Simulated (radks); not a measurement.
Q: The mean radii <r> (bohr) of the occupied orbitals of an atom or ion are listed with their occupations. Method: scalar-relativistic Kohn-Sham, r2SCAN, spin-polarised, spherical densities, finite nucleus; meta-GGA in the generalised Kohn-Sham scheme; Fermi nuclear charge, rms radius of each element as measured or else 0.836 A^(1/3) + 0.57 fm; computed with a radial shooting solver on a logarithmic mesh with Libxc functionals.

| orbital | occ. | <r> |
|---|---|---|
| 1s up | 1 | 0.01835 |
| 1s down | 1 | 0.01835 |
| 2s up | 1 | 0.07756 |
| 2s down | 1 | 0.07756 |
| 2p up | 3 | 0.06944 |
| 2p down | 3 | 0.06944 |
| 3s up | 1 | 0.2008 |
| 3s down | 1 | 0.2008 |
| 3p up | 3 | 0.2012 |
| 3p down | 3 | 0.2012 |
| 3d up | 5 | 0.1824 |
| 3d down | 5 | 0.1824 |
| 4s up | 1 | 0.4496 |
| 4s down | 1 | 0.4497 |
| 4p up | 3 | 0.4778 |
| 4p down | 3 | 0.4778 |
| 4d up | 5 | 0.5115 |
| 4d down | 5 | 0.5113 |
| 5s up | 1 | 1.066 |
| 5s down | 1 | 1.060 |
| 5p up | 3 | 1.233 |
| 5p down | 3 | 1.218 |
| 4f up | 7 | 0.6066 |
| 4f down | 7 | 0.6025 |
| 5d up | 2 | 1.713 |
| 6s up | 1 | 2.530 |

Name the element and its charge. Open shells, if any, are filled with parallel spins first.

A: Z = 74, tungsten, charge +3: W3+ in [Xe] 4f14 5d2 6s1. The 1s radius gives Z: for a bare nucleus <r> = (2 gamma + 1)/(2Z) with gamma = sqrt(1 - (Z/c)^2), 0.01813 bohr for Z = 74, and screening makes it slightly larger (0.01835 here). The occupations add up to 71, and the charge is Z minus that.
